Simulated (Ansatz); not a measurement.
A structure relaxed at r2SCAN-D4/def2-SVPD in Ansatz, charge -1, doublet:

```xyz
8

Al    0.6500   -0.9547    0.6796
Al    0.2018   -0.9896   -1.9506
Al   -0.2650    1.3007    2.5655
Al   -0.6712    1.0577   -0.4779
N     0.9800   -1.9983   -0.7181
N     0.6754    0.9604    0.8983
N    -0.6808    0.5312   -2.1734
N    -0.8902    0.0926    1.1766
```

**Question.** Give its formula and point group.

**Answer.** Al4N4⁻. Point group C2v (tolerance 0.1 Å).

**Question.** Summarise the bond lengths by kind (pairs closer than 1.2 times the sum of covalent radii, bridged metal pairs left out).

**Answer.** 10 × Al–N 1.77 to 1.94 Å.

Another isomer (doublet) lies 1.20 eV lower at PBE0-D4/def2-TZVPD; other spin states weren't run for this one.
